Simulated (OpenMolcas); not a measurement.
## Xe+: input and output

Input:

```
&GATEWAY
Coord
1

Xe 0.0 0.0 0.0
Basis=ANO-RCC-VTZP
Group=XYZ
NoMove
AngMom=0.0 0.0 0.0
AMFI
&SEWARD
&RASSCF
FileOrb=start.orb
Symmetry=2
Spin=2
nActEl=7 0 0
Inactive=14 9
Ras2=1 3
CIRoot=3 3 1
SDav=3
CIMx=300
Iter=120 100
PrWF=0.3
OrbListing=Nothing
MaxOrb=0
Atom
>>> COPY $Project.JobIph JOB001
&RASSCF
FileOrb=start.orb
Symmetry=1
Spin=2
nActEl=7 0 0
Inactive=14 9
Ras2=1 3
CIRoot=1 1 1
SDav=1
CIMx=300
Iter=120 100
PrWF=0.3
OrbListing=Nothing
MaxOrb=0
Atom
>>> COPY $Project.JobIph JOB002
&RASSI
NrOfJobIphs=2 3 1
1 2 3
1
IphNames
JOB001
JOB002
EJob
SpinOrbit
DIPRint=1.0
SOCoupling=1000.0
Subsets=2
MEES
Property=10
'ANGMOM' 1 'ANGMOM' 2 'ANGMOM' 3 'MLTPL  1' 1 'MLTPL  1' 2 'MLTPL  1' 3
'AMFI' 1 'AMFI' 2 'AMFI' 3 'MLTPL  2' 6
SOProperty=3
'ANGMOM' 1 'ANGMOM' 2 'ANGMOM' 3
```

A driver script runs the steps one by one and writes start.orb anew before each from the orbitals found so far.

Output, cut to the results:

```
--- SEWARD ---
Basis set label: XE.ANO-RCC...7S6P4D2F1G.

      Electronic valence basis set:
      ------------------
      Associated Effective Charge  54.000000 au
      Associated Actual Charge     54.000000 au
      Nuclear Model: Point charge

      Shell  nPrim  nBasis  Cartesian Spherical Contaminant
         s      22       7        X
         p      19       6        X
         d      13       4                 X
         f       5       2                 X
         g       3       1                 X
                  Relativistic Douglas-Kroll-Hess integrals:
                    - DKH order of Hamiltonian: 2
                    - DKH order of Properties : 0
                  Atomic mean-field integrals
--- RASSCF ---
Wave function specifications:
      -----------------------------

      Number of closed shell electrons          46
      Number of electrons in active shells       7
      Max number of holes in RAS1 space          0
      Max nr of electrons in RAS3 space          0
      Number of inactive orbitals               23
      Number of active orbitals                  4
      Number of secondary orbitals              41
      Spin quantum number                      0.5
      State symmetry                             2
Orbital specifications:
      -----------------------

      Symmetry species                           1   2
                                                ag  au
      Frozen orbitals                            0   0
      Inactive orbitals                         14   9
      Active orbitals                            1   3
      RAS1 orbitals                              0   0
      RAS2 orbitals                              1   3
      RAS3 orbitals                              0   0
      Secondary orbitals                        21  20
      Deleted orbitals                           0   0
      Number of basis functions                 36  32
      Number of CSFs                             3
      Number of root(s) required                 3
      Iter CI   SX   CI       RASSCF       Energy    max ROT     max BLB   max BLB  Level Ln srch  Step   QN
          iter iter root      energy       change     param      element    value   shift minimum  type update
 Nr of preliminary CI iterations:   1
 ###############################################################################
 ###############################################################################
 ###                                                                         ###
 ###                                                                         ###
 ###    WARNING: Problems in orbital optimization.                           ###
 ###                                                                         ###
 ###                                                                         ###
 ###############################################################################
 ###############################################################################
  Warning: In symmetry  1, orbital p=  15 has diagonal density matrix element D(p,p) close to two. (2 - D(p,p))=  0.000000E+00
      Total energies have been shifted. Add                -7000.00 au
        ...
 ###############################################################################
 ###############################################################################
  Warning: In symmetry  1, orbital p=  15 has diagonal density matrix element D(p,p) close to two. (2 - D(p,p))=  0.000000E+00
        4   1    2    0  -441.04664229    4.55E-12   1.19E-08   11  17 2  7.18E-08   0.50   0.00    SX    NO
      Convergence after  4 iterations
        5   1    2    0  -441.04664229   -6.37E-12   1.19E-08   11  14 2  3.07E-08   0.50   0.00    SX    NO
      Natural orbitals and occupation numbers for root  1
      sym 1:   2.000000
      sym 2:   2.000000   2.000000   1.000000
      Natural orbitals and occupation numbers for root  2
      sym 1:   2.000000
      sym 2:   2.000000   1.000000   2.000000
      Natural orbitals and occupation numbers for root  3
      sym 1:   2.000000
      sym 2:   1.000000   2.000000   2.000000
::    RASSCF root number  1 Total energy:  -7441.04664229
::    RASSCF root number  2 Total energy:  -7441.04664229
::    RASSCF root number  3 Total energy:  -7441.04664229
--- RASSCF ---
Wave function specifications:
      -----------------------------

      Number of closed shell electrons          46
...
--- RASSI ---
SPIN-FREE ENERGIES:
  (Shifted by EMIN (a.u.) =      -7441.0466422926)

 SF State       Relative EMIN(au)   Rel lowest level(eV)    D:o, cm**(-1)      L_eff

     1             0.0000000000        0.0000000000              0.0000         1.0
     2             0.0000000000        0.0000000000              0.0000         1.0
     3             0.0000000000        0.0000000000              0.0000         1.0
     4             0.5434801717       14.7888488699         119280.1103         0.0
     Dipole printing threshold changed to   1.00000000E+00

++ Dipole transition strengths (spin-free states):
   -----------------------------------------------
     for osc. strength at least  1.00000000E+00

  ( Max oscillator strength is only   0.45925861910945071      )
--
Eigenvalues of complex Hamiltonian:
   -----------------------------------
  (Shifted by EMIN (a.u.) =      -7441.0466422926)

 SO State       Relative EMIN(au)   Rel lowest level(eV)    D:o, cm**(-1)     J-value

     1            -0.0145423569        0.0000000001              0.0000         1.3
     2            -0.0145423569        0.0000000001              0.0000         1.3
     3            -0.0145423569        0.0000000000              0.0000         1.0
     4            -0.0145423569        0.0000000000              0.0000         1.0
     5             0.0290847137        1.1871530683           9575.0352         0.4
     6             0.0290847137        1.1871530683           9575.0352         0.4
     7             0.5434801717       15.1845665594         122471.7888         0.4
     8             0.5434801717       15.1845665594         122471.7888         0.4
Weights of the five most important spin-orbit-free states for each spin-orbit state.

 SO State  Total energy (au)           Spin-free states, spin, and weights
 -------------------------------------------------------------------------------------------------------
...
```

The J values that RASSI prints are effective ones from its own formula and need not be integers or half-integers; the table below assigns J from the states.

Levels above the lowest, from the spin-orbit matrix, grouped by J:

```csv
Configuration,Term,J,E (cm⁻¹),Measured (cm⁻¹),g,Term weight %
5s² 5p⁵,²P°,3/2,0.0,0.0,1.334,100
5s² 5p⁵,²P°,1/2,9575,10537,0.666,100
5s 5p⁶,²S,1/2,122472,90874,2.002,100
```

Against the 2 measured excited levels shown (NIST Handbook of Basic Atomic Spectroscopic Data) the mean absolute deviation is 16000 cm-1; the largest miss in energy is 5s 5p⁶ ²S_1/2: computed 122472, measured 90874 cm⁻¹ (+34.8 %).

Measured partners are found by configuration, term and J. A level has none where our copy of the source lacks it or the pairing is in doubt (some pairs that miss far off the trend of their configuration count as doubtful), and it then counts in no deviation. Levels of configurations outside the active space are missing.

The term weight is that of the spin-free term in the level, not the purity of its configuration. ° marks odd parity.
